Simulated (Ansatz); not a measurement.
This geometry of BH3O + BrH (7 atoms, charge 0, multiplicity 1) is a first-order saddle point.

All numbers below come from RKS BHLYP-D4/def2-SVP (Ansatz).

```xyz
7
Properties=species:S:1:pos:R:3
B 0.027 0.002 0.155
O -0.096 -0.052 1.612
H -0.997 -0.216 1.899
H 1.132 -0.131 -0.254
H -0.964 -0.202 -0.474
Br 0.093 2.498 0.586
H 0.052 1.157 1.617
```

**Question.** Which two structures does it join? (They come from a converged band through this point; their orientation in space is the band's.)

**Answer.** Bonds broken: Br6–H7. Bonds formed: B1–Br6, O2–H7. BH3O + BrH becomes BBrH4O.

Image 0:

```xyz
7
Properties=species:S:1:pos:R:3
B -0.131 -0.484 -0.026
O -0.489 0.161 1.098
H -1.118 -0.303 1.647
H 0.655 0.064 -0.742
H -0.593 -1.565 -0.275
Br 0.730 3.238 1.851
H 0.194 1.945 1.587
```

Image 8:

```xyz
7
Properties=species:S:1:pos:R:3
B 0.007 0.367 0.052
O -0.161 -0.102 1.606
H -1.041 0.140 1.912
H 1.136 0.073 -0.218
H -0.892 -0.185 -0.513
Br -0.259 2.366 0.153
H 0.459 0.396 2.148
```

**Question.** How far does it lie above each of them?

**Answer.** 23.6 kcal/mol above the first and 19.4 kcal/mol above the second. This is the barrier of this one path; another mechanism may lie lower. The orbitals stay closed-shell, which can raise the energy where a bond breaks towards radicals; this wasn't checked here.

The run took 7.4 min on 1 thread of Arm Neoverse V1, on a shared host, peak memory 0.16 GiB.
